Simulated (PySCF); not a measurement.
**Simulated characterisation data**

[PySCF: geometry: GFN2-xTB; NMR shieldings at PBE0/pcSseg-1/GIAO; one computed conformer; no relativistic terms; averaged over atoms made equivalent by symmetry, fast rotation or ring inversion; isolated molecule]

Shifts are taken against calculated references (same method and geometry level): $^{1}$H and $^{13}$C against TMS. Splittings of carbon signals by F and P are missing where no couplings were computed. Where no couplings were computed, multiplicities follow the n + 1 count of equivalent neighbours, and m marks all less simple cases (inequivalent or close neighbours, rings, F or P nearby). Shifts are as computed. Against solution values, carbons near 30 ppm lie about +3 ppm off and those near 130 ppm about +5 ppm. Of 1211 compounds with measured shifts, 218 miss one by over three times the rms of a fit or turn the order of signals round; such compounds aren't used in these exercises. OH and NH positions are gas-phase values without hydrogen bonding to other molecules.

Compound 1 (C7H10N2). $^{1}$H NMR (400 MHz, computed): δ 7.46 (m, 2H), 6.86 (t, 1H), 6.56 (d, 2H), 5.12 (br s, 1H), 2.86 (s, 3H), 2.65 (br s, 1H). $^{13}$C{$^{1}$H} NMR (computed): δ 153.1, 135.5, 121.9, 112.0, 40.9. Structure: `CNNc1ccccc1`.

Compound 2 (C6H11OP). $^{1}$H NMR (400 MHz, computed): δ 6.79 (m, 1H), 6.12 (m, 1H), 5.85 (m, 1H), 3.95 (m, 4H), 1.67 (m, 4H). $^{13}$C{$^{1}$H} NMR (computed): δ 153.5 (CH), 135.3 (CH2), 70.2 (CH2), 33.5 (CH2). Structure: SMILES C1CP(C=C)CCO1.
